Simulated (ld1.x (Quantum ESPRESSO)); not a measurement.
Pt: one change to a TM potential, before and after

- Element: Pt (Z = 78)
- Generator: ld1.x (Quantum ESPRESSO) 7.5
- Type: norm-conserving Troullier–Martins (Kleinman–Bylander form)
- Functional: PBE
- Relativity: scalar-relativistic
- Frozen core: [Kr] 4d10 4f14 5s2
- Valence charge: 16
- Reference configuration: 5p6 5d8 6s0 6p0 (charge +2)
- Partial waves: 6s (bound, empty): rc 1.70 bohr; 5p (bound): rc 1.00 bohr; 5d (bound): rc 2.10 bohr; 5f channel at -0.15 Ry: rc 2.20 bohr
- Local potential: all-electron potential smoothed inside 1.35 bohr (lloc = -1)
- Core correction: a·sin(br)/r model core inside 0.85 bohr

Change: fully relativistic.

Cutoffs: the cutoffs (Ry, on a coarse ladder) from which the occupation-weighted sum of valence levels, in a spherical-Bessel basis at the reference potential, stays within 10 and 1 mRy of its value at 400 Ry; they do not see the model core or the augmentation charge, which bear on the density cutoff. Errors are all-electron minus pseudo energies relative to the spin-unpolarised reference configuration.

Q: Predict the effect on cutoff, ghosts and configuration errors.

A: The potential gets neither clearly harder nor softer (140 Ry and 230 Ry → 140 Ry and 230 Ry); both files keep a bound ghost (s); of the 7 tests that both files solve, the error grows in 2 and shrinks in 4 by more than 15 % and 0.3 meV (median size 8.0 → 4.4 meV).

```tsv
quantity	base	changed
cutoff, loose	140 Ry	140 Ry
cutoff, tight	230 Ry	230 Ry
loose cutoff by channel (10 mRy a level)	p 70 Ry, d 35 Ry	p 100 Ry, d 35 Ry
bound ghosts	s	s
error for 5p6 5d9 6s1 6p0, meV [ΔE -29.16 → -29.19 eV]	+13	+7.2
error for 5p6 5d9 6s0 6p0, meV [ΔE -19.97 → -19.98 eV]	+1.0	-1.2
error for 5p6 5d7 6s0 6p0, meV [ΔE 32.22 eV]	-11	-4.2
error for 5p6 5d9 6s0 6p1, meV [ΔE -24.11 → -24.19 eV]	+19	+12
error for 5p6 5d8 6s1 6p0, meV [ΔE -17.99 → -18.00 eV]	+1.8	-4.4
error for 5p6 5d9 6s0.5 6p0, meV [ΔE -25.47 → -25.49 eV]	+8.0	+3.8
error for 5p6 5d8 6s2 6p0, meV [ΔE -28.15 → -28.17 eV]	-1.1	-11
s: phases at 2.40 bohr within 0.05 rad from the reference energy up to (Ry; the scan ends near 5)	0.7	0.7
```

 A true bound ghost makes a file unfit for plane-wave use even where its test errors are small: the radial tests pick states by their node count and pass the ghost by.
